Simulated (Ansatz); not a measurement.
Stepwise reaction of `[F][Ge]([F])([SH])[SH]` with hydrogen chloride, as a gas-phase model of exchange steps in deposition or etching. ΔE in kJ/mol; ΔG adds harmonic PBE0-D4 terms to CCSD(T)/CBS, at 1 bar.

Computed with Ansatz on PBE0-D4/def2-TZVP structures; ΔE is electronic, products minus reactants. CCSD(T)/CBS adds triple-zeta CCSD(T) − MP2 to the extrapolated MP2 energy (def2 sets, frozen cores). This one scheme is used for every species. DFT in def2-TZVPP. B3LYP here is the variant with VWN-RPA as its local correlation; programs differ in this. For Ge outer-core shells are correlated without core-valence functions, which leaves a few kJ/mol of doubt a bond. Scalar relativity is left out up to krypton. Each species was taken in one conformer, which may not be the lowest.

| step | reaction | PBE-D4 | B3LYP-D4 | ωB97M-V | CCSD(T)/CBS | ΔG(400 K) |
| --- | --- | --- | --- | --- | --- | --- |
| 1 | `[F][Ge]([F])([SH])[SH]` + HCl → `[F][Ge]([F])([SH])[Cl]` + H₂S | -13.2 | -17.5 | -19.1 | -16.0 | -19.5 |

(1) Give the row of step 2, `[F][Ge]([F])([SH])[Cl]` + HCl → `[F][Ge]([F])([Cl])[Cl]` + H₂S. (An estimate is asked.)

(2) By hand: ΔE of the 2 steps together at CCSD(T)/CBS.

Results:

(1) Ansatz gave: 
```csv
step,reaction,PBE-D4,B3LYP-D4,ωB97M-V,CCSD(T)/CBS,ΔG(400 K)
2,`[F][Ge]([F])([SH])[Cl]` + HCl → `[F][Ge]([F])([Cl])[Cl]` + H₂S,-10.8,-14.5,-16.7,-13.9,-11.9
```

(2) (-16.0) + (-13.9) = -29.9 kJ/mol, or -14.9 kJ/mol a step.

In ΔE the steps differ by no more than 2.1 kJ/mol. All are downhill at CCSD(T)/CBS. ΔG lies between -19.5 and -11.9 kJ/mol a step. PBE-D4 differs from CCSD(T)/CBS by 2.8 to 3.1 kJ/mol a step. Isolated molecules leave out the surface, adducts and barriers. Largest T1 diagnostic: 0.012.
